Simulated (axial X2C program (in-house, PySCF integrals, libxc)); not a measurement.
Outer orbitals of PBr⁻ at 2.318 Å, PBE0

Computed with an axial X2C code built on PySCF integrals. Spin-free means the one-electron spin-free X2C Hamiltonian; two-component (2c) means X2C with spin–orbit coupling and atomic mean-field two-electron Coulomb and Gaunt terms, so the difference of the two also holds small scalar two-electron terms. Basis: Br dyall-acv3z [9s10p7d5f1g], P dyall-av3z [9s8p3d2f] (cores contracted in-house); Gaussian nuclei, density fitting, unrestricted open shells. Masses: Br 78.918 u, P 30.974 u.

The distance is close to the 2c PBE0 minimum; the highest filled and lowest empty levels are listed.

Spin-free orbitals, state M_S = 1/2, Λ = 1 (beyond evenly filled blocks: π+α, π+β, π-α) (Löwdin shares):

| symmetry | occupied | ε (eV) | atomic character |
| --- | --- | --- | --- |
| σα | yes | -16.88 | 76% Br s, 8% P p, 6% P d |
| σβ | yes | -16.79 | 77% Br s, 8% P p, 7% P d |
| σα | yes | -9.83 | 65% P s, 22% Br p, 6% Br s |
| σβ | yes | -8.96 | 61% P s, 27% Br p, 5% Br d |
| σα | yes | -4.08 | 52% Br p, 31% P p, 12% P s |
| σβ | yes | -3.83 | 48% Br p, 30% P p, 16% P s |
| π-α | yes | -3.70 | 81% Br p, 12% P p, 4% P d |
| π+α | yes | -3.70 | 81% Br p, 12% P p, 4% P d |
| π+β | yes | -3.57 | 83% Br p, 9% P p, 4% P d |
| π-β | yes | -3.43 | 85% Br p, 7% P p, 5% P d |
| π-α | yes | -0.23 | 77% P p, 9% Br p, 8% Br d |
| π+α | yes | -0.23 | 77% P p, 9% Br p, 8% Br d |
| π+β | yes | 0.60 | 79% P p, 9% Br d, 7% Br p |
| π-β | no | 2.51 | 80% P p, 10% Br d, 5% Br p |
| σα | no | 3.15 | 59% P p, 26% Br p, 5% P d |
| σβ | no | 3.23 | 58% P p, 27% Br p, 5% P d |
| σα | no | 3.87 | 71% P s, 13% Br p, 7% P p |

The highest filled level is positive, so this functional does not bind it, and the empty levels of an anion are set by the basis.

Spinors with spin–orbit coupling (state Ω = 3/2):

```
   ω  occupied  ε (eV)            atomic character     λ mixture
 1/2       yes  -16.90    76% Br s, 8% P p, 6% P d        100% σ
-1/2       yes  -16.80    77% Br s, 8% P p, 7% P d        100% σ
 1/2       yes   -9.83  65% P s, 22% Br p, 6% Br s        100% σ
-1/2       yes   -8.95  61% P s, 27% Br p, 5% Br d        100% σ
 1/2       yes   -4.15  57% Br p, 27% P p, 10% P s  86% σ, 14% π
-1/2       yes   -4.01   66% Br p, 19% P p, 8% P s  52% π, 48% σ
-1/2       yes   -3.67   64% Br p, 22% P p, 8% P s  52% σ, 48% π
 1/2       yes   -3.64   79% Br p, 12% P p, 4% P d  86% π, 14% σ
 3/2       yes   -3.57   80% Br p, 13% P p, 4% P d        100% π
-3/2       yes   -3.29    84% Br p, 7% P p, 5% P d        100% π
-1/2       yes   -0.26   78% P p, 9% Br p, 8% Br d        100% π
 3/2       yes   -0.19  76% P p, 10% Br p, 8% Br d        100% π
 1/2       yes    0.58   80% P p, 9% Br d, 6% Br p        100% π
-3/2        no    2.54  80% P p, 10% Br d, 5% Br p        100% π
 1/2        no    3.16   59% P p, 26% Br p, 5% P d        100% σ
-1/2        no    3.25   59% P p, 27% Br p, 5% P d        100% σ
 1/2        no    3.89   69% P s, 14% Br p, 7% P p        100% σ
```

The highest filled level is positive, so this functional does not bind it, and the empty levels of an anion are set by the basis.

How does the gap between the highest filled and lowest empty level change from the spin-free to the 2c table?

From 1.91 to 1.96 eV at PBE0, a change of 0.05 eV.

Mulliken charges and populations of the two-component result (they depend on the basis, above all on diffuse functions):

Br -0.31 e (s 7.95 p 17.27 d 10.08 f 0.01), P -0.69 e (s 5.98 p 9.62 d 0.08 f 0.01). ⟨Lz⟩ = 1.00 ħ and ⟨Sz⟩ = 0.50 ħ (0.01 and 0.49 on the two atoms), which add up to Ω.

Occupations by symmetry block were frozen at the best pattern of an incomplete PBE0 search. Density functionals use the spin component along the axis (collinear). Without a current term, density functionals place determinants with orbital angular momentum somewhat too high. The highest occupied level of some functionals is positive through self-interaction error; at Hartree–Fock it is bound.
